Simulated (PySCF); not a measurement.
Work out the structure from these simulated measurements.

Formula: C2H10OSi2.

* Dipole: 1.69 D [PBE0/pcSseg-2]
* 1H NMR: chemical shifts (computed TMS as zero) by class: 5.27 (4 H), 0.28 (6 H) ppm [GIAO PBE0/pcSseg-2]
* NMR, other nuclei: isotropic shieldings of nuclei other than C and H, by class: 290 (1 O), 364 (2 Si) ppm [GIAO PBE0/pcSseg-2]
* XPS: Si2p3/2 107.0 (×2), C1s 290.2 (×2), O1s 537.7, Si1s 1847.0 (×2) eV [ΔSCF SCAN, pcX-3 on the ionised atom, pcseg-2 elsewhere, spin-free X2C, 2p3/2 from a spin–orbit splitting computed afterwards within the 2p shell]
* Rotational structure: rotational constants A, B, C: 5.040, 1.782, 1.381 GHz [PBE0-D3(BJ)/def2-TZVP]
* 13C NMR: chemical shifts (computed TMS as zero) by class: 0.7 (2 C) ppm [GIAO PBE0/pcSseg-2]

Electronic properties: PySCF, gas phase, density fitting. Levels stand in brackets. Isolated species at its PBE0-D3(BJ)/def2-TZVP geometry (one conformer only). Each NMR value is the plain mean over a class of atoms that symmetry, rotation or inversion makes alike.

Question: Propose a structure and show how it fits.

Answer: Numbering: `[CH3:1][SiH2:2][O:3][SiH2:4][CH3:5]`. Its formula, C2H10OSi2, gives 0 degrees of unsaturation, so no ring and no π bond. 2 carbons fall into 1 class: Si-methyl carbon [C1/C5] (0.7 ppm, 2 C). Hydrogen classes from least to most shielded: 4 H on 2 oxygen-bound silicons, Si2/Si4 (5.27 ppm), 6 H on 2 Si-methyl carbons, C1/C5 (0.28 ppm). The other shieldings belong to: 290 ppm, siloxane oxygen [O3]; 364 ppm, oxygen-bound silicon [Si2/Si4]. The core levels belong to: Si2p3/2 107.0 eV, oxygen-bound silicon [Si2/Si4]; C1s 290.2 eV, Si-methyl carbon [C1/C5]; O1s 537.7 eV, siloxane oxygen [O3]; Si1s 1847.0 eV, oxygen-bound silicon [Si2/Si4]. The optimised geometry has point group C2v and is an asymmetric top. Structure: `C[SiH2]O[SiH2]C`. The assignments are read from this structure; whether some other isomer fits the data as well wasn't checked.

Conformer computed: `[CH3:1][SiH2:2][O:3][SiH2:4][CH3:5]`: C1–Si2–O3–Si4 0°, Si2–O3–Si4–C5 -1°.
